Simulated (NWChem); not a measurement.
A series in which one site is exchanged, each optimised at PBE0/def2-SVP with NWChem, gas phase unless a solvent is named. All stand in one matching conformer (torsions within 35°), which need not be the lowest. 

A: [GaH2][O]C (CH₅GaO; site = Ga)
B: C[O][AlH2] (CH$_{5}$AlO; site = Al)
C: BOC (CH5BO; site = B)

Question: Rank them by dipole (D), PBE0/def2-SVP, lowest first.

Answer: B (0.97), A (1.12), C (1.82)
